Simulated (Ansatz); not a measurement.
Reactions of `C[S][SnH3]`.

Gas-phase electronic energies from Ansatz, PBE0-D4/def2-TZVP geometries. CCSD(T)/CBS adds triple-zeta CCSD(T) − MP2 to the extrapolated MP2 energy (def2 sets, frozen cores). This one scheme is used for every species, atoms too. Double bonds are as drawn, so ΔE can hold a change between cis and trans. DFT in def2-TZVPP. B3LYP here is the variant with VWN-RPA as its local correlation; programs differ in this. Open shells (•) are unrestricted, without spin–orbit coupling. def2 core potentials past Kr. For Sn outer-core shells are correlated without core-valence functions, so the limit isn't a true one: a few kJ/mol of doubt a bond, and 10 to 20 or more in all where bonds break to atoms. One conformer a species, not always the lowest.

| reaction | B3LYP-D4 (kcal/mol) | CCSD/CBS(def2) (kcal/mol) | ωB97M-V (kcal/mol) |
| --- | --- | --- | --- |
| `C[S][SnH3]` + `[CH3]`• → `C[S][SnH2]`• + CH₄ | -37.3 | -33.2 | -36.3 |
| `C[S][SnH3]` + `C/N=C\N` → `C/N=C/NC` + `[SH][SnH3]` | -0.7 | 0.0 | -0.4 |
| `C[S][SnH3]` + `CC(F)Cl` → `C[C](F)(Cl)[SnH3]` + CH₃SH | 22.4 | 22.8 | 22.0 |
| `C[S][SnH3]` + `C=N` → `C=[N][SnH3]` + CH₃SH | 15.3 | 16.0 | 15.6 |
| `C[S][SnH3]` + `B[SiH2]Cl` → `B[SiH](Cl)[SnH3]` + CH₃SH | 5.4 | 7.9 | 4.5 |
| `C[S][SnH3]` + `NO` → `CON` + `[SH][SnH3]` | 4.4 | 5.5 | 4.8 |
| `C[S][SnH3]` + H• → `C[S][SnH2]`• + H₂ | -36.2 | -31.4 | -32.1 |
| `C[S][SnH3]` + `CSS` → `CS[S][SnH3]` + CH₃SH | -1.8 | -1.6 | -1.4 |

Q: Give the CCSD(T)/CBS values in the same order. (Estimate.)

A: The calculation gave: -34.1, 0.4, 22.2, 15.8, 5.1, 5.8, -31.4, -1.8 kcal/mol.

Largest T1 diagnostic: 0.016, for `C[S][SnH2]`•.
